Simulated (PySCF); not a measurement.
H₂IMgN, singlet, at a GFN2-xTB geometry (such geometries of metal compounds can be far from the true shape) (core potentials on I), with bond 4-3 at 1.4 times its length.

PySCF was given this input:
```python
from pyscf import gto, scf, mcscf
import numpy

mol = gto.Mole()
mol.atom = '''
    Mg   -1.594820   -0.295209    0.446853
    I     0.775211    0.259350   -0.448349
    N    -2.321072   -1.104873    1.981424
    H    -3.103830   -2.279379    1.846422
    H    -2.820667   -0.525141    2.645316
'''
mol.basis = 'def2-svp'
mol.ecp = {'I': 'def2-svp'}
mol.charge = 0
mol.spin = 0
mol.verbose = 4
mol.build()

mf = scf.RHF(mol)
mf.kernel()
mc = mcscf.CASSCF(mf, 5, 6)
mc.fix_spin_(ss=0.0)
mc.kernel()
occ = numpy.linalg.eigvalsh(mc.fcisolver.make_rdm1(mc.ci, mc.ncas, mc.nelecas))[::-1]
ss = mc.fcisolver.spin_square(mc.ci, mc.ncas, mc.nelecas)[0]
print('natural occupations', occ.round(4), ' <S^2>', round(ss, 4))
```

Q: What does this run give for the natural occupations of the active orbitals, SCF-reference dipole moment, number of basis functions, SCF-reference HOMO energy, SCF-reference Mulliken (on the basis functions themselves) charges in atom order?

A: 
| Property | Result |
|---|---|
| natural occupations of the active orbitals | 2.00, 1.99, 1.97, 0.03, 0.01 |
| SCF-reference dipole moment | 4.87 D |
| number of basis functions | 68 |
| SCF-reference HOMO energy | -9.59 eV |
| SCF-reference Mulliken (on the basis functions themselves) charges in atom order | Mg1 0.85, I2 -0.39, N3 -0.75, H4 0.14, H5 0.16 |
